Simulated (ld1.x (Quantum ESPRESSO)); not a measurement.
# Plane-wave convergence, RRKJ potential for indium

- Element: indium (In)
- Generator: ld1.x (Quantum ESPRESSO) 7.5
- Type: norm-conserving RRKJ (Kleinman–Bylander form)
- Functional: PBE
- Relativity: scalar-relativistic
- Frozen core: [Kr] 4d10
- Valence charge: 3
- Reference configuration: 5s2 5p1
- Partial waves: 5s (bound): rc 2.15 bohr; 5p (bound): rc 2.95 bohr
- Local potential: all-electron potential smoothed inside 2.20 bohr (lloc = -1)
- Core correction: Bessel-smoothed model core inside 2.25 bohr
- rho0: 0.02

The pseudo-atom Hamiltonian at the reference potential is diagonalised in spherical Bessel functions j_l(qr) that vanish at 20 bohr, with q² up to the cutoff. All-electron valence levels (Ry): 5s -0.6035, 5p -0.1851.

Task: How do the lowest levels (Ry) of each channel move with the cutoff, and are there ghosts?

Result:

```tsv
cutoff (Ry)	s #1	p #1	d #1	f #1	f #2	Σ f·Δε (mRy)
8	-0.5747	-0.1807	0.0355	0.0989	0.2198	62.1
10	-0.5790	-0.1831	0.0350	0.0989	0.2198	51.1
12	-0.5795	-0.1844	0.0347	0.0989	0.2198	48.8
15	-0.5800	-0.1851	0.0345	0.0989	0.2198	47.0
18	-0.5851	-0.1851	0.0344	0.0989	0.2198	36.9
21	-0.5905	-0.1851	0.0344	0.0989	0.2198	26.1
25	-0.5957	-0.1851	0.0344	0.0989	0.2198	15.7
30	-0.6010	-0.1851	0.0344	0.0989	0.2198	5.1
35	-0.6030	-0.1851	0.0344	0.0989	0.2198	1.0
40	-0.6035	-0.1851	0.0344	0.0989	0.2198	0.1
45	-0.6035	-0.1851	0.0344	0.0989	0.2198	0.1
400	-0.6035	-0.1851	0.0344	0.0989	0.2198	0.0
```

Result: no extra level below or beside the all-electron valence levels (s, p, d, f tested); 10 mRy is reached at 30 Ry and 1 mRy at 35 Ry.
